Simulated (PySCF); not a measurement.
These 3 structures share the formula C9H15N. The calculation used PBE0-D3(BJ)/def2-SVP geometry optimisation, gas phase (PySCF 2.14.0). Energies are electronic, without zero-point or thermal terms, for one conformer each. No frequencies were run at this level. Point groups hold within 0.08 Å.

Problem. Order them by energy at this level, lowest first, and give relative energies in kcal/mol.
A. `[CH2:1]=[N:2][C@@:3]12[CH2:4][CH2:5][CH2:6][C@@H:7]([CH2:8][CH2:9]1)[CH2:10]2` with C1–N2–C3–C4 1°
B. `[CH3:1][C@@H:2]1[CH2:3][CH2:4][CH2:5][CH2:6][CH2:7][C@H:8]1[C:9]#[N:10]` with C1–C2–C3–C4 150°, C2–C3–C4–C5 73°, C3–C4–C5–C6 -52°, C4–C5–C6–C7 68°
C. `[CH2:1]=[CH:2]/[CH:3]=[C:4]([CH3:5])/[CH:6]=[CH:7]/[N:8]([CH3:9])[CH3:10]` with C1–C2–C3–C4 180°, C3–C4–C6–C7 180°

Solution. B (0.0), A (1.6), C (35.9).

As drawn, the lowest has a C≡N group, which the highest lacks; the highest has a C=C bond outside aromatic rings, which the lowest lacks. Neighbours under 2.5 kcal/mol apart (C[C@@H]1CCCCC[C@H]1C#N and C=N[C@@]12CCC[C@@H](CC1)C2) can change places with a better method, another conformer or zero-point energy.

```json
{"SMILES": "C[C@@H]1CCCCC[C@H]1C#N", "E (Eh)": "-405.97839", "E rel (kcal/mol)": "0.0", "dipole (D)": "4.06", "point group": "C1", "A, B, C (MHz)": "1775, 1139, 794.9"}
{"SMILES": "C=N[C@@]12CCC[C@@H](CC1)C2", "E (Eh)": "-405.97588", "E rel (kcal/mol)": "1.6", "dipole (D)": "1.38", "point group": "C1", "A, B, C (MHz)": "2322, 1204, 1033"}
{"SMILES": "C=C/C=C(C)/C=C/N(C)C", "E (Eh)": "-405.92116", "E rel (kcal/mol)": "35.9", "dipole (D)": "3.64", "point group": "C1", "A, B, C (MHz)": "3613, 480.3, 428.7"}
```
